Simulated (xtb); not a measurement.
Si(H)(OH)(NH2)2 (H₆N₂OSi), SMILES O[SiH](N)N. All values are semi-empirical tight-binding results from xtb (GFN2-xTB unless named), good for trends rather than for accurate numbers. The structure is a stationary point at GFN2-xTB. The values are those of a single conformer.

```
Quantity                                          Value
----------------------------------------  -------------
orbital gap                                     7.27 eV
dipole moment                                    1.19 D
zero-point energy                         45.8 kcal/mol
G − E(el) at 298.15 K (modified RRHO)     27.4 kcal/mol
static polarisability (D4 model)             56.7 bohr³
solvation energy, GFN2-xTB/ALPB(water)    -7.6 kcal/mol
solvation energy, GFN2-xTB/ALPB(benzene)  -3.3 kcal/mol
```
